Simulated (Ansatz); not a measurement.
A structure relaxed at PBE0-D4/def2-TZVP in Ansatz, charge 0, doublet:

```xyz
3

V    -0.197   -0.582    0.416
S    -0.025    1.299    1.143
S     0.222   -0.716   -1.559
```

**Question.** Give its formula and point group.

**Answer.** VS2 (the lowest doublet isomer of a short search). Point group C2v (tolerance 0.1 Å).

**Question.** Summarise the bond lengths by kind (pairs closer than 1.2 times the sum of covalent radii, bridged metal pairs left out).

**Answer.** 2 × S–V 2.02 Å. The metal has 2 neighbours: S 2.02 Å, S 2.02 Å.

The charge 0 doublet is spin-contaminated (final ⟨S²⟩ up to 0.91, 0.75 for a pure state). The structure comes from a short search, and lower isomers may exist.
